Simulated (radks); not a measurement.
Values are calculated unless marked as measured or tabulated.
Hf3+, configuration [Xe] 4f14 6p1 (not the ground configuration).

Code: a radial shooting solver on a logarithmic mesh with Libxc functionals. Model: Dirac Kohn-Sham, PBE, spin-unpolarised, spherical densities, point nucleus; open shells are shared between the two j in proportion to 2j + 1.

Energy parts (eV):
total: -410776.57
kinetic: 459605.10
electron-nucleus: -1020946.53
Hartree: 158967.04
exchange-correlation: -8402.19

Orbitals (lengths in bohr, moments of r in powers of bohr):
orbital      occ.  eigenvalue (eV)      <r>
1s1/2           2        -65233.31  0.01898
2s1/2           2        -11175.39  0.07976
2p1/2           2        -10673.72  0.06612
2p3/2           4        -9481.759  0.07385
3s1/2           2        -2570.789   0.2081
3p1/2           2        -2348.629   0.1981
3p3/2           4        -2093.172   0.2124
3d3/2           4        -1717.644   0.1863
3d5/2           6        -1661.934   0.1908
4s1/2           2        -543.4141   0.4682
4p1/2           2        -452.4309   0.4746
4p3/2           4        -394.0017   0.5076
4d3/2           4        -244.6120   0.5287
4d5/2           6        -233.9163   0.5402
5s1/2           2         -98.6394    1.126
5p1/2           2         -72.5486    1.243
5p3/2           4         -64.4297    1.340
4f5/2           6         -49.6834   0.6648
4f7/2           8         -47.9315   0.6764
6p1/2    0.333333         -22.1052    3.143
6p3/2    0.666667         -20.8206    3.319

The highest occupied level is 6p3/2 at -20.821 eV. Summed over all electrons, <r^2> = 40.79 bohr^2, which gives a Langevin (diamagnetic) susceptibility term of -32.3 x 10^-6 cm^3/mol. The density falls to 0.001 e/bohr^3 at r = 4.19 bohr.
